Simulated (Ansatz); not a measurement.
C2H7InSi. Charge 0, multiplicity 1. In: def2 effective core potential. The bonds changed during the relaxation, so this is another structure than the one it started from.

Z-matrix (Å, degrees):
```
C
Si 1 1.876
H 1 1.093 2 111.2
H 1 1.093 2 110.6 3 120.2
H 1 1.093 2 110.6 3 -120.3
C 2 1.848 1 116.4 3 -180.0
H 2 1.498 1 108.1 3 57.0
H 2 1.498 1 108.1 3 -57.0
In 6 2.257 2 112.6 1 179.7
H 6 1.097 2 110.9 1 -60.1
H 6 1.098 2 110.9 1 59.6
```

Q: What are the harmonic wavenumbers in cm⁻¹ at PBE0-D4/def2-TZVP (Ansatz, finite differences of forces, unscaled)? (An estimate is asked.)

A: The calculation gave: 34, 73, 169, 174, 409, 423, 489, 661, 673, 720, 761, 865, 890, 924, 924, 948, 1268, 1364, 1449, 1450, 2154, 2162, 3027, 3045, 3088, 3131, 3132.

Q: Is this a minimum?

A: Yes, all 27 modes are real.

Q: Give the ideal-gas thermochemistry at 298.15 K and 1 bar (rigid rotor, harmonic oscillator; point group Cs, symmetry number 1).

A: Zero-point energy 205.8 kJ/mol; H(298) − E = 227.4 kJ/mol; entropy 368.1 J/(mol·K), of which translation 173.2, rotation 115.6, vibration 79.3; G(298) − E = 117.6 kJ/mol. Modes under 100 cm⁻¹ are hindered rotations or soft bends, so the harmonic entropy is rough.

Q: And at 400, 500, 600, 800 and 1000 K?

A: 
```
T (K)  H − E (kJ/mol)  S (J/mol/K)  G − E (kJ/mol)
  400           239.6        403.3            78.3
  500           253.6        434.4            36.4
  600           269.1        462.7            -8.5
  800           303.8        512.4          -106.1
 1000           342.1        555.1          -213.0
```
